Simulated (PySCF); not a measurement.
Nuclear repulsion and electron count by hand

System: CrFO$_{2}$, doublet, geometry from GFN2-xTB (such geometries of metal compounds can be far from the true shape) (the multiplicity is a formal guess). Level: DF-BLYP/aug-cc-pVDZ run with PySCF. Sums are taken with unrounded values, so a last digit can differ.

Coordinates (Å):

```
atom         x         y         z
----  --------  --------  --------
Cr1    0.02077  -0.01911   0.01856
O2     1.47024  -0.30502  -0.40979
O3    -0.42309  -0.65839   1.34539
F4    -0.98618   0.90732  -0.88113
```

Problem. Work out the nuclear repulsion energy and the numbers of alpha and beta electrons.

Solution. In atomic units each pair adds Z_i Z_j / r_ij, with r in bohr (1 bohr = 0.529177 Å).
| pair | r (Å) | r (bohr) | Z_i Z_j | term (Eh) |
|---|---|---|---|---|
| Cr1-O2 | 1.5382 | 2.9068 | 192 | 66.0509 |
| Cr1-O3 | 1.5382 | 2.9068 | 192 | 66.0509 |
| Cr1-F4 | 1.6376 | 3.0946 | 216 | 69.7997 |
| O2-O3 | 2.6058 | 4.9243 | 64 | 12.9969 |
| O2-F4 | 2.7796 | 5.2526 | 72 | 13.7075 |
| O3-F4 | 2.7796 | 5.2526 | 72 | 13.7075 |
The sum is 242.3134 Eh; PySCF gives 242.3134 Eh. The atomic numbers add up to 49, so at charge +0 there are 49 electrons; multiplicity 2 means 1 unpaired, so 25 alpha and 24 beta.
